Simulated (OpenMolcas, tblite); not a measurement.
# How methods differ on SnHCl3O (SMILES [OH][Sn]([Cl])([Cl])[Cl])

The species is SnHCl3O (6 atoms), meant as a singlet with charge 0. As SMILES, `[OH][Sn]([Cl])([Cl])[Cl]`. The shape is that of a PBE0-D4/def2-TZVP optimisation.

Quantity: the vertical ionisation energy (to the doublet cation), in eV. The values are calculated.

```tsv
level	kind	program	value (eV)
IPEA1-xTB	semi-empirical	tblite	15.70
HF/def2-SVP (core potential)	Hartree–Fock	OpenMolcas	10.82
SVWN5/def2-SVP (core potential)	LDA	OpenMolcas	10.77
BLYP/def2-SVP (core potential)	GGA	OpenMolcas	10.38
r2SCAN/def2-SVP (core potential)	meta-GGA	OpenMolcas	11.08
B3LYP/def2-SVP (core potential)	global hybrid	OpenMolcas	11.24
```

Spin-orbit coupling, which can split open shells on such heavy atoms by tenths of an eV, is left out. The values span 10.38 to 15.70 eV. The xTB values lack the empirical shift that such differences need.
